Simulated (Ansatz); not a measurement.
Geometry optimisation, Ansatz, RKS PBE/def2-SVP.

Input file:

```yaml
crystal:
  periodic: [false, false, false]
  atoms:
    - { symbol: Zr, position_ang: [0.0, 0.0, 0.0] }
    - { symbol: Cl, position_ang: [0.0, 0.0, 2.52] }
    - { symbol: Cl, position_ang: [2.3764, 0.0, -0.8392] }
    - { symbol: O, position_ang: [-0.975, 1.6891, -0.6893] }
    - { symbol: H, position_ang: [-1.9328, 1.4584, -0.9117] }
    - { symbol: O, position_ang: [-0.975, -1.6891, -0.6893] }
    - { symbol: H, position_ang: [-1.4296, -2.1548, 0.0831] }
basis:
  gaussian: { orbitals: def2-SVP }
hamiltonian:
  xc: pbe
relax:
  f_tol: 0.02
  max_steps: 40
```

Command:

```bash
$ ansatz run input.yaml --threads 2 --pin off --max-ram 3072MiB --backend cpu --events-out ev --progress --plain --runs-dir out
```

**Question.** Where does it end, and by what steps?

**Answer.** The forces met the threshold. The force dipped under the threshold on the way, but the program's further checks kept it going. After 9 steps the energy has fallen by 0.992 eV; H7 moved furthest, 0.63 Å.

```json
{"step": "0", "energy less start (eV)": "0.0000", "largest force component (eV/Å)": "2.559", "accepted": "yes"}
{"step": "1", "energy less start (eV)": "-0.6893", "largest force component (eV/Å)": "1.155", "accepted": "yes"}
{"step": "2", "energy less start (eV)": "-0.7966", "largest force component (eV/Å)": "0.765", "accepted": "yes"}
{"step": "3", "energy less start (eV)": "-0.8477", "largest force component (eV/Å)": "0.606", "accepted": "yes"}
{"step": "4", "energy less start (eV)": "-0.9261", "largest force component (eV/Å)": "0.217", "accepted": "yes"}
{"step": "5", "energy less start (eV)": "-0.9668", "largest force component (eV/Å)": "0.592", "accepted": "yes"}
{"step": "6", "energy less start (eV)": "-0.9877", "largest force component (eV/Å)": "0.179", "accepted": "yes"}
{"step": "7", "energy less start (eV)": "-0.9916", "largest force component (eV/Å)": "0.015", "accepted": "yes"}
{"step": "8", "energy less start (eV)": "-0.9917", "largest force component (eV/Å)": "0.065", "accepted": "yes"}
{"step": "9", "energy less start (eV)": "-0.9918", "largest force component (eV/Å)": "0.001", "accepted": "yes"}
```

```xyz
7
Properties=species:S:1:pos:R:3
Zr -0.057 -0.043 0.135
Cl 0.106 0.286 2.482
Cl 2.096 -0.018 -0.870
O -1.105 1.365 -0.614
H -1.723 1.978 -1.036
O -0.872 -1.737 -0.196
H -1.381 -2.527 -0.428
```

Whether the end is a true minimum wasn't checked by a vibrational analysis.

Run time: 19 s on 2 threads of Intel(R) Xeon(R) Platinum 8488C (Sapphire Rapids), on a shared host, peak memory 0.17 GiB.
